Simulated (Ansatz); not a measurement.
Born–Oppenheimer molecular dynamics of F$_{5}$HOW (8 atoms, charge 0, multiplicity 1). It starts from a relaxed structure.

Level of theory: RKS B3LYP-D4/def2-SVP (Ansatz 0.2.0).

```yaml
ensemble: NVT, Nosé–Hoover chain
time_step: 0.5 fs
steps_asked: 150
set_temperature: 3000 K
thermostat: time constant 50 fs, chain length 1
seed: 424307
```

Frames 5 fs apart, positions in Å, forces in eV/Å.

Velocities at 10 fs (Å/ps):

```
W 0.52 1.91 -0.60
O 13.11 -6.35 3.96
H 70.31 16.88 -42.27
F -1.00 -7.07 3.35
F -13.21 6.70 13.23
F 0.52 -1.68 -12.40
F -8.07 1.83 3.69
F 1.97 -13.79 -3.15
```

```xyz
8
Properties=species:S:1:pos:R:3:forces:R:3 time_fs=10 energy_less_start_eV=0.852 T=1910
W -0.055 -0.006 -0.014 -7.21 0.95 -2.29
O -0.168 -0.166 1.826 -0.21 0.44 0.01
H 0.398 0.133 2.551 -0.07 -0.10 0.28
F 1.681 -0.093 0.175 4.59 0.29 -0.05
F -0.219 1.958 0.120 0.57 -2.73 -0.40
F -1.945 -0.044 -0.448 1.91 0.15 0.91
F -0.134 -1.866 -0.112 -0.04 0.31 0.14
F 0.159 -0.110 -1.915 0.47 0.69 1.40
8
Properties=species:S:1:pos:R:3:forces:R:3 time_fs=15 energy_less_start_eV=1.090 T=1621
W -0.057 0.004 -0.019 -6.08 0.73 -1.95
O -0.100 -0.192 1.848 0.58 0.88 0.02
H 0.685 0.176 2.329 -0.88 -0.50 0.00
F 1.704 -0.126 0.191 3.24 0.44 -0.34
F -0.281 1.973 0.183 0.75 -3.00 -0.58
F -1.930 -0.051 -0.503 1.88 0.25 1.12
F -0.174 -1.855 -0.093 -0.08 0.35 0.21
F 0.172 -0.174 -1.922 0.61 0.85 1.52
8
Properties=species:S:1:pos:R:3:forces:R:3 time_fs=20 energy_less_start_eV=1.106 T=1631
W -0.067 0.015 -0.026 -2.79 -0.05 -0.74
O -0.028 -0.208 1.868 -0.23 0.60 -1.24
H 0.840 0.133 2.142 -0.02 -0.16 0.79
F 1.767 -0.154 0.203 0.51 0.68 -0.74
F -0.334 1.951 0.240 0.77 -2.66 -0.73
F -1.892 -0.055 -0.546 1.12 0.37 1.06
F -0.216 -1.839 -0.071 -0.10 0.22 0.26
F 0.193 -0.228 -1.909 0.74 0.98 1.34
8
Properties=species:S:1:pos:R:3:forces:R:3 time_fs=25 energy_less_start_eV=1.113 T=1668
W -0.081 0.026 -0.034 0.90 -1.22 0.93
O 0.044 -0.214 1.871 -0.19 0.71 -1.49
H 0.952 0.039 2.122 -0.16 -0.26 0.57
F 1.838 -0.173 0.205 -1.42 0.86 -0.99
F -0.379 1.895 0.288 0.62 -1.53 -0.77
F -1.840 -0.054 -0.575 -0.51 0.44 0.64
F -0.260 -1.821 -0.045 -0.12 -0.09 0.30
F 0.224 -0.270 -1.879 0.88 1.08 0.82
8
Properties=species:S:1:pos:R:3:forces:R:3 time_fs=30 energy_less_start_eV=1.254 T=1548
W -0.093 0.036 -0.041 4.46 -2.96 2.48
O 0.114 -0.208 1.852 0.02 0.75 -0.97
H 1.020 -0.126 2.231 -0.71 -0.29 -0.18
F 1.893 -0.182 0.195 -2.28 0.92 -1.09
F -0.416 1.820 0.327 0.26 0.50 -0.56
F -1.794 -0.048 -0.598 -2.55 0.44 -0.08
F -0.306 -1.803 -0.015 -0.15 -0.48 0.32
F 0.266 -0.299 -1.839 0.94 1.12 0.07
8
Properties=species:S:1:pos:R:3:forces:R:3 time_fs=35 energy_less_start_eV=1.459 T=1351
W -0.101 0.042 -0.044 6.51 -4.95 3.08
O 0.181 -0.192 1.817 -1.27 0.76 -0.73
H 0.986 -0.348 2.324 0.22 -0.26 -0.11
F 1.921 -0.180 0.171 -2.45 0.88 -1.11
F -0.450 1.750 0.360 -0.24 2.82 -0.14
F -1.778 -0.036 -0.621 -3.43 0.42 -0.58
F -0.355 -1.792 0.020 -0.16 -0.70 0.27
F 0.321 -0.315 -1.797 0.81 1.04 -0.68
8
Properties=species:S:1:pos:R:3:forces:R:3 time_fs=40 energy_less_start_eV=1.400 T=1507
W -0.100 0.042 -0.044 5.55 -5.40 2.29
O 0.237 -0.165 1.774 -0.39 -0.03 1.20
H 0.910 -0.628 2.343 -0.78 0.42 -1.08
F 1.919 -0.166 0.132 -2.18 0.77 -1.01
F -0.489 1.712 0.392 -0.47 3.63 0.08
F -1.804 -0.018 -0.652 -2.10 0.39 -0.39
F -0.408 -1.788 0.059 -0.11 -0.56 0.15
F 0.388 -0.317 -1.762 0.49 0.78 -1.24
8
Properties=species:S:1:pos:R:3:forces:R:3 time_fs=45 energy_less_start_eV=1.151 T=1946
W -0.092 0.034 -0.042 2.31 -3.30 0.53
O 0.284 -0.135 1.744 -1.25 0.07 1.49
H 0.732 -0.868 2.182 0.29 -0.16 0.00
F 1.889 -0.142 0.079 -1.52 0.63 -0.67
F -0.534 1.718 0.425 -0.04 2.04 -0.22
F -1.857 0.005 -0.689 0.17 0.28 0.19
F -0.463 -1.791 0.102 0.09 -0.03 0.10
F 0.463 -0.310 -1.742 -0.05 0.48 -1.41
8
Properties=species:S:1:pos:R:3:forces:R:3 time_fs=50 energy_less_start_eV=1.334 T=1857
W -0.080 0.022 -0.038 -1.23 -0.40 -1.07
O 0.317 -0.109 1.738 -0.75 -1.92 2.16
H 0.557 -1.053 1.962 0.08 1.23 0.24
F 1.838 -0.109 0.016 -0.22 0.51 0.04
F -0.580 1.749 0.457 0.72 -0.24 -0.74
F -1.910 0.033 -0.724 1.88 0.10 0.65
F -0.519 -1.795 0.147 0.37 0.45 0.04
F 0.540 -0.296 -1.739 -0.85 0.26 -1.32
8
Properties=species:S:1:pos:R:3:forces:R:3 time_fs=55 energy_less_start_eV=1.877 T=1288
W -0.070 0.009 -0.035 -3.83 1.51 -1.59
O 0.339 -0.104 1.761 -1.08 -0.57 0.83
H 0.417 -1.067 1.816 0.55 -0.46 1.22
F 1.784 -0.068 -0.049 1.61 0.52 1.06
F -0.620 1.780 0.480 1.31 -1.76 -1.08
F -1.942 0.063 -0.753 2.77 -0.08 0.84
F -0.572 -1.793 0.194 0.59 0.71 -0.13
F 0.609 -0.278 -1.753 -1.93 0.13 -1.15
8
Properties=species:S:1:pos:R:3:forces:R:3 time_fs=60 energy_less_start_eV=2.144 T=1048
W -0.064 -0.002 -0.035 -4.89 1.91 -1.02
O 0.345 -0.113 1.799 -0.97 -1.24 -0.14
H 0.392 -1.089 1.930 0.34 0.55 0.81
F 1.747 -0.018 -0.103 3.03 0.64 1.95
F -0.644 1.790 0.491 1.62 -2.36 -1.14
F -1.940 0.093 -0.772 2.99 -0.25 0.81
F -0.621 -1.782 0.242 0.74 0.79 -0.35
F 0.655 -0.258 -1.783 -2.85 -0.04 -0.92
8
Properties=species:S:1:pos:R:3:forces:R:3 time_fs=65 energy_less_start_eV=1.956 T=1419
W -0.064 -0.012 -0.035 -3.70 1.49 0.02
O 0.336 -0.138 1.837 -0.79 -0.62 -0.72
H 0.449 -1.024 2.250 0.05 0.63 -0.22
F 1.746 0.043 -0.136 2.68 0.71 2.13
F -0.649 1.771 0.488 1.64 -2.18 -0.98
F -1.900 0.122 -0.782 2.59 -0.40 0.57
F -0.662 -1.761 0.287 0.74 0.57 -0.63
F 0.668 -0.237 -1.825 -3.20 -0.19 -0.16
```

Of the whole run (75 fs, mean temperature of the second half 1619 K): The conserved energy stayed within 0.13 meV per atom of its start (net change 0.072 meV per atom), so the integration is sound. The mean temperature of the second half is 46 % below the set value. A run of 0.075 ps of so small a system gives no equilibrium averages.

Run time: 12 min on 2 threads of Arm Neoverse V1, with other jobs on the host, peak memory 0.31 GiB.
